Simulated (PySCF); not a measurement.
PySCF 2.14 output of an unrestricted CAM-B3LYP calculation on a single atom or ion in def2-TZVPPD with the def2 core potential (60 electrons) (6s5p3d2f1g, 59 functions), with a scalar-relativistic core potential:

```
SCF conv_tol = 1e-09
number electrons alpha = 8  beta = 4
    T. Yanai, D. P. Tew, and N. C. Handy.,  Chem. Phys. Lett. 393, 51 (2004)
cycle= 1 E= -47.716981523792  delta_E= -0.00451  |g|= 0.0153  |ddm|= 0.257
cycle= 2 E= -47.7172325032435  delta_E= -0.000251  |g|= 0.00522  |ddm|= 0.0421
cycle= 3 E= -47.7172782806707  delta_E= -4.58e-05  |g|= 0.00211  |ddm|= 0.0191
cycle= 4 E= -47.7173085127027  delta_E= -3.02e-05  |g|= 0.00149  |ddm|= 0.0107
cycle= 5 E= -47.7173429610651  delta_E= -3.44e-05  |g|= 0.00104  |ddm|= 0.0129
cycle= 6 E= -47.7173717560406  delta_E= -2.88e-05  |g|= 0.000482  |ddm|= 0.0189
cycle= 7 E= -47.7173763956024  delta_E= -4.64e-06  |g|= 0.000141  |ddm|= 0.00856
cycle= 8 E= -47.7173766003503  delta_E= -2.05e-07  |g|= 3.25e-05  |ddm|= 0.00154
cycle= 9 E= -47.7173766123868  delta_E= -1.2e-08  |g|= 4.13e-06  |ddm|= 0.000465
cycle= 10 E= -47.7173766124766  delta_E= -8.97e-11  |g|= 6.96e-07  |ddm|= 5.42e-05
converged SCF energy = -47.7173766124766  <S^2> = 6.0009469  2S+1 = 5.0003788
```

The run itself started from symmetry-adapted Hartree-Fock orbitals and held the occupation by maximum overlap, on a logarithmic radial grid, so the iterations belong to that start.

Problem. Which element, charge and spin multiplicity is this?

Solution. Hf (hafnium, neutral), multiplicity 5; the state was [Xe] 4f14 5d2 6s1 6p1, one real determinant (an excited configuration).

⟨L²⟩ = 13.97 against 20 for a pure G term, so this real determinant mixes terms. Energies and moments cover only the electrons outside the core potential. Spin-orbit coupling, absent here, splits the open shell strongly.
